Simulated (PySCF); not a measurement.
Orbital picture of InBr

TPSS at R = 2.590 Å; In cc-pVDZ-PP with ECP28, Br cc-pVDZ-PP with ECP10; scalar-relativistic core potentials (PySCF 2.14). State: ¹Σ⁺ (singlet), closed shell. Only the outer orbitals are listed, counted within each symmetry, core potentials removing the inner ones.

```
orbital  occ.  ε (eV)  on In (%)            main shells (%)
     8σ     2   -9.37         67           66 In s, 31 Br p
     5π     2   -6.52          6                    94 Br p
     5π     2   -6.52          6                    94 Br p
     9σ     2   -6.17         49  51 Br p, 31 In s, 17 In p
     6π     0   -2.40         95                    95 In p
     6π     0   -2.40         95                    95 In p
    10σ     0   -0.55         92           86 In p, 10 Br p
```

**Question.** Which are the highest filled and the lowest empty level, where do they sit, and how wide is the gap?

**Answer.** Highest filled 9σ at -6.17 eV (in %: 51 Br p, 31 In s, 17 In p); lowest empty 6π at -2.40 eV (in %: 95 In p); the gap at TPSS is 3.77 eV.

```json
{
 "bond order (Mayer)": "1.02",
 "⟨S²⟩": "0.000",
 "charge on In (Mulliken, basis-dependent)": "0.39",
 "charge on In (Löwdin, basis-dependent)": "0.27",
 "dipole moment (positive dipole means In(−)Br(+))": "-3.49 D"
}
```

Spin–orbit coupling is left out.
